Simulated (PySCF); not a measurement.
Species: C7H8NOP.
Atom-mapped SMILES: `[CH3:1][C:2](=[O:3])[c:4]1[n:5][cH:6][cH:7][p:8][c:9]1[CH3:10]`

Probes without a nucleus sit at each ring's centroid and 1 Å off its mean plane on both sides; NICS is minus the shielding there, NICSzz its component along the normal. Level: GIAO PBE0/pcSseg-1 (PySCF, non-relativistic, gas phase) on the GFN2-xTB geometry, one conformer.

Ring bond lengths (Å), with Mayer bond orders in brackets: C4–N5 1.334 (1.41), N5–C6 1.312 (1.54), C6–C7 1.384 (1.38), C7–P8 1.728 (1.33), P8–C9 1.757 (1.31), C9–C4 1.396 (1.27).

Task: Give the NICS values of each ring in ppm.

Result: 
```json
{"ring": "C4–N5–C6–C7–P8–C9", "type": "6-membered ring with N and P; formal bonds all aromatic", "NICS(0)": "-6.6", "NICS(1), two faces": "-10.7 / -10.7", "NICS(1)zz, two faces": "-25.6 / -25.6", "rms pucker (Å)": "0.00", "centre to ring atoms, mean (Å)": "1.48"}
```

Task: What do they say, and how far can they be read as aromaticity?

Result: 
- C4–N5–C6–C7–P8–C9: mean NICS(1)zz -25.6 ppm, shielded.

Task: What does the geometric index give? HOMA = 1 − mean of α(R − Ropt)² over the ring bonds, with Krygowski's 1993 parameters (CC: Ropt 1.388 Å, α 257.7 Å⁻²; CN: Ropt 1.334 Å, α 93.52 Å⁻²; CP: Ropt 1.698 Å, α 118.91 Å⁻²).

Result: 
- C4–N5–C6–C7–P8–C9: HOMA 0.90; the largest term is that of P8–C9, α(R − Ropt)² = 0.41.

Task: What is the mean of the two in-plane components of NICS at the first NICS(1) probe listed for ring C4–N5–C6–C7–P8–C9, 1 Å off the ring?

Result: The isotropic value is a third of the trace: (3 × -10.7 − (-25.6))/2 = -3.2 ppm.

Task: Give the inner angles of the rings and the Hirshfeld charges of the ring atoms.

Result: 
- C4–N5–C6–C7–P8–C9: C4 125.6° (+0.043 e), N5 122.4° (-0.124 e), C6 126.5° (+0.018 e), C7 123.2° (-0.105 e), P8 100.0° (+0.133 e), C9 122.3° (-0.033 e); sum 720.0° against 720° for a flat convex ring.

Conformer computed: `[CH3:1][C:2](=[O:3])[c:4]1[n:5][cH:6][cH:7][p:8][c:9]1[CH3:10]`: C1–C2–C4–N5 0°.
